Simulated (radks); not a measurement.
Question: A nucleus of charge 8.7 with 8 electrons, configuration [He] 2s2 2p4. Calculated with a radial shooting solver on a logarithmic mesh with Libxc functionals: scalar-relativistic Kohn-Sham, BLYP, spin-polarised, spherical densities, point nucleus; open shells are filled with parallel spins first. Some entries of the table are withheld. Estimate them.

orbital,occ.,eigenvalue (hartree),<r> (bohr)
1s up,1,-23.20303,0.1829
1s down,1,-23.14877,0.1825
2s up,1,-1.50239,(1)
2s down,1,-1.36805,(2)
2p up,3,-0.85202,1.031
2p down,1,-0.72016,1.089

Answer: 
(1) 2s up <r> (bohr): 1.001
(2) 2s down <r> (bohr): 1.025
